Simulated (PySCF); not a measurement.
Isomers of C5H8N2O2. The calculation used PySCF 2.14.0, density-fitted response routines, TDDFT PBE0/def2-SVPD, vertical, gas phase, core orbitals frozen in the response. Geometries: GFN2-xTB; one conformer of each isolated species. Triplets are in the Tamm–Dancoff approximation.

A. `COc1cn[nH]c1OC`
B. `CC(C)Oc1ncno1`
C. `C=C(CC(N)=O)NC=O`

Lowest singlet levels (six at most, fewer where fewer were computed) with oscillator strengths:

1. 192 nm (f 0.007); 185 nm (f 0.223); 172 nm (f 0.001); 163 nm (f 0.003); 160 nm (f 0.016); 156 nm (f 0.003); T1 4.58 eV
2. 237 nm (f 0.081); 228 nm (f 0.001); 218 nm (f 0.112); 213 nm (f 0.011); 210 nm (f 0.164); 208 nm (f 0.019); T1 3.64 eV
3. 229 nm (f 0.011); 214 nm (f 0.138); 211 nm (f 0.001); 207 nm (f 0.002); 195 nm (f 0.003); 183 nm (f 0.000); T1 4.15 eV

Problem. Which spectrum belongs to which structure?

Solution. 1 = B, 2 = C, 3 = A.
- A: S1 at 5.41 eV, HOMO→LUMO (90%); Löwdin shares by element: HOMO carbon 35% or more, nitrogen 18% or more, oxygen 18% or more (atoms not listed hold the other 29%); LUMO (one of a set within 0.03 eV) carbon 41% or more, oxygen 8% or more (atoms not listed hold the other 50%); HOMO -5.87 and LUMO 0.66 eV; point group Cs, 1 of its 6 listed states under f = 0.0005.
- B: S1 at 6.46 eV, HOMO-1→LUMO (96%); Löwdin shares by element: HOMO nitrogen 46%, oxygen 20% or more, carbon 12% or more (atoms not listed hold the other 22%); LUMO carbon 39% or more, nitrogen 24% or more, oxygen 15% or more (atoms not listed hold the other 22%); HOMO -7.70 and LUMO -0.26 eV.
- C: S1 at 5.23 eV, HOMO→LUMO (70%), HOMO-1→LUMO (19%); Löwdin shares by element: HOMO carbon 37% or more, oxygen 25% or more, nitrogen 9% or more (atoms not listed hold the other 29%); LUMO carbon 56% or more, oxygen 16% or more (atoms not listed hold the other 28%); HOMO -6.92 and LUMO -0.94 eV.
